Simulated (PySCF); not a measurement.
**CsF: energy against distance**

Set-up: basis Cs def2-TZVP with ECP46, F def2-TZVP; scalar-relativistic core potentials; PySCF 2.14. Energies in eV from Cs + F in their ground configurations at the same level. State: ¹Σ⁺ (singlet), closed shell.

Curves on a restricted Hartree–Fock reference rise too fast on stretching and do not dissociate correctly.

| R (Å) | RHF-CCSD(T) |
| --- | --- |
| 2.149 | -4.330 |
| 2.245 | -4.575 |
| 2.316 | -4.672 |
| 2.388 | -4.713 |
| 2.460 | -4.713 |
| 2.555 | -4.663 |
| 2.675 | -4.549 |
| 2.818 | -4.367 |

Put a parabola through the three lowest points of the RHF-CCSD(T) curve and estimate Re, k and ωe (reduced mass 16.62 u; 1 eV/Å² = 0.16022 mdyn/Å; ωe = 1302.8·√(k/μ) cm⁻¹).

Through R = 2.316, 2.388, 2.46 Å the second-order coefficient is 3.95 eV/Å², so Re ≈ 2.424 Å, k ≈ 1.27 mdyn/Å and ωe ≈ 360 cm⁻¹. A polynomial fit of higher order to the unrounded RHF-CCSD(T) energies gives Re = 2.421 Å, k = 1.16 mdyn/Å, ωe = 344 cm⁻¹; anharmonicity and rounding make the difference.

The higher-order fit for each curve: RHF-CCSD(T): Re = 2.421 Å, ωe = 344 cm⁻¹, De = 4.72 eV.

Correlated steps freeze 1 core orbital. These are scalar-relativistic numbers at best; spin–orbit coupling would shift them, the dissociation energy most. Where the molecule has an RHF reference, its open-shell atoms are computed with UHF.
